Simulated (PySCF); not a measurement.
FRb. Atoms are numbered in the order given.

```xyz
2

Rb     0.0000     0.0000    -0.4634
F      0.0000     0.0000     1.9050
```
Charge 0, spin multiplicity 1.

The structure is a stationary point at B3LYP-D3(BJ)/def2-TZVPD. The def2 effective core potentials stand for the cores of Rb; spin–orbit coupling is left out.

All values below come from TDDFT-B3LYP/def2-TZVPD (PySCF).

Vertical excitations; the highest root listed may be one member of a degenerate set.  State labels are in the subgroup C2v.

Computed UV-visible absorptions:
```
state  symmetry  energy (eV)  λ (nm)      f                                   main pairs
-----  --------  -----------  ------  -----  -------------------------------------------
S1           B2         3.81     326  0.003                   HOMO→LUMO (degenerate set)
S2           B1         3.81     326  0.003                 HOMO−1→LUMO (degenerate set)
S3           A1         3.89     319  0.048                             HOMO−2→LUMO 98 %
S4           B2         5.28     235  0.004               HOMO−2→LUMO+2 (degenerate set)
S5           B1         5.28     235  0.004               HOMO−2→LUMO+1 (degenerate set)
S6           A2         5.29     234  0.000  HOMO−1→LUMO+2, HOMO→LUMO+1 (degenerate set)
S7           A1         5.29     234  0.000  HOMO→LUMO+2, HOMO−1→LUMO+1 (degenerate set)
S8           A1         5.30     234  0.000         HOMO−1→LUMO+1 49 %, HOMO→LUMO+2 49 %
S9           A2         5.31     233  0.000         HOMO→LUMO+1 49 %, HOMO−1→LUMO+2 49 %
S10          A1         5.44     228  0.003                           HOMO−2→LUMO+3 94 %
T1           A1         3.75     331      0                             HOMO−2→LUMO 98 %
T2           B2         3.78     328      0                   HOMO→LUMO (degenerate set)
T3           B1         3.78     328      0                 HOMO−1→LUMO (degenerate set)
T4           A1         5.29     234      0         HOMO→LUMO+2 49 %, HOMO−1→LUMO+1 49 %
```
Triplets are in the Tamm–Dancoff approximation, which puts them higher than full response would, so one can lie above its singlet here.
